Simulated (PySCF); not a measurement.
Correlation energy of S¹¹⁺ (sulfur, charge +11)

Starting occupation: [He] 2s2 2p1, 2p3/2 with m_j = +3/2. Computed with PySCF 2.14 in an even-tempered Gaussian basis (18 s from 1.7 bohr⁻², ratio 2.4; 11 p from 2.2 bohr⁻², ratio 2.4; 5 d from 8.3 bohr⁻², ratio 2.6; 5 f from 12 bohr⁻², ratio 2.6), with X2C-1e with screened-nucleus spin-orbit coupling, Gaussian nucleus. Frozen: nothing; 5 electrons correlated; the 36 highest virtual spinors left out.

MP2 pair energies summed by pair of shells (mhartree):

| pair | energy | share (%) |
| --- | --- | --- |
| 2s1/2-2s1/2 | -70.68 | 42.3 |
| 1s1/2-1s1/2 | -40.69 | 24.4 |
| 2p3/2-2s1/2 | -35.07 | 21.0 |
| 1s1/2-2s1/2 | -12.41 | 7.4 |
| 1s1/2-2p3/2 | -8.13 | 4.9 |

Total MP2 correlation energy: -166.98 mhartree.
